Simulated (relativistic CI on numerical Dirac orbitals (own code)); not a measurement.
**Cd4+: L2,3 absorption edge**

Computed with this model: Dirac-Coulomb-Breit CI, separate exchange-only KLI orbitals for each configuration, model QED, valence Slater integrals scaled by 0.8, multiplet model of core-to-valence dipole absorption; configurations [Kr] 4d8 → [He] 2s2 2p5 3s2 3p6 3d10 4s2 4p6 4d9; 300 K; Lorentzian 1.6 eV and Gaussian 0.5 eV FWHM. Energies are those of the free ion, without screening or charge transfer. The branching ratio is the share of the lower-energy edge in the whole absorption, uncertain by about 0.02 where the edges overlap. S is read from ⟨S²⟩ = S(S + 1).

Field parameters in Wybourne normalisation: Oh B⁴₀ = 21Dq, B⁴₄ = √(5/14) B⁴₀. The field is a parameter set, without covalency.

free ion: ground-state S = 0.99, centroid 3541.96 eV, branching ratio 0.954. Peaks (eV, height): 3533.2 (100).

Oh, 10Dq = 7250 cm⁻¹: ground-state S = 0.99, centroid 3560.02 eV, branching ratio 0.861. Peaks (eV, height): 3533.5 (100), 3723.8 (17).

Oh, 10Dq = 16350 cm⁻¹: ground-state S = 1.00, centroid 3574.04 eV, branching ratio 0.791. Peaks (eV, height): 3534.2 (100), 3724.5 (27).

Oh, 10Dq = 25500 cm⁻¹: ground-state S = 1.00, centroid 3580.49 eV, branching ratio 0.761. Peaks (eV, height): 3535.0 (100), 3725.2 (32).

Oh, 10Dq = 34600 cm⁻¹: ground-state S = 1.00, centroid 3584.29 eV, branching ratio 0.744. Peaks (eV, height): 3535.5 (100), 3725.8 (35).

Oh, 10Dq = 43700 cm⁻¹: ground-state S = 1.00, centroid 3586.95 eV, branching ratio 0.734. Peaks (eV, height): 3536.2 (100), 3726.5 (37).

The statistical ratio of this edge is 2/3 = 0.667. Values above it arise where the holes sit mainly in the j = l + 1/2 valence subshell or the ground state has high spin; values below it where core-valence Coulomb terms move weight to the upper edge, as in nearly empty shells. At deep edges of heavy elements the radial integrals of the two core levels differ, which raises the baseline.

Strongest unbroadened transitions for Oh, 10Dq = 34600 cm⁻¹:

```csv
Energy (eV),Relative strength
3535.50,49.2
3535.53,65.2
3535.57,100.0
3535.63,80.0
3535.65,89.5
3536.50,47.9
3539.42,0.6
3539.46,0.1
3539.77,0.2
3539.95,0.3
3540.29,0.1
3540.32,0.2
3540.59,0.3
3725.66,48.6
3725.70,25.8
3726.03,74.1
3730.07,0.1
3730.68,0.1
```
